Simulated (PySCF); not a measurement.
Isomers of H5NSi2. Isolated molecules, 0 K electronic values unless said otherwise. Strings in code marks are SMILES.

The vertical ionisation energy (Delta-SCF) from two functionals at the same geometries (CAM-B3LYP-D3(BJ)/def2-TZVP), both in PySCF: PBE-D3(BJ)/def2-TZVP and CAM-B3LYP-D3(BJ)/def2-TZVP. Delta-SCF ions had no search for a lower state. 

```json
[
 {"species": "`N[SiH]=[SiH2]`", "CAM-B3LYP-D3(BJ)/def2-TZVP (eV)": "7.54"},
 {"species": "`[H]/N=[SiH]\\[SiH3]`", "CAM-B3LYP-D3(BJ)/def2-TZVP (eV)": "9.16"},
 {"species": "`[SiH2]=N[SiH3]`", "CAM-B3LYP-D3(BJ)/def2-TZVP (eV)": "9.23"}
]
```

**Question.** What does PBE-D3(BJ)/def2-TZVP give for each?

**Answer.** 
- `N[SiH]=[SiH2]`: 7.59
- `[H]/N=[SiH]\[SiH3]`: 9.06
- `[SiH2]=N[SiH3]`: 8.99
Over these rows, drawn at random from the members with no instability flagged (it was tested for open shells, ions and some series alone), PBE minus CAM-B3LYP-D3(BJ): mean -0.10 eV, from -0.24 eV to +0.04 eV.
